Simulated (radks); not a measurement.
Values are calculated unless marked as measured or tabulated.
Task: Ionisation of the sulfur ion S+, [Ne] 3s2 3p3, to S2+, [Ne] 3s2 3p2, under several functionals. Non-relativistic Kohn-Sham, spin-unpolarised, spherical densities, point nucleus; a radial shooting solver on a logarithmic mesh with Libxc functionals. Known Delta-SCF values: SCAN 22.412 eV. What does SOGGA give, and what is its highest occupied eigenvalue?

Result: 22.167 eV by Delta-SCF; the 3p eigenvalue is -16.685 eV. NIST: 23.338 eV (measured).

Beside tabulated values, note that spin-unpolarised runs miss the spin-polarisation part of the exchange energy of open shells.
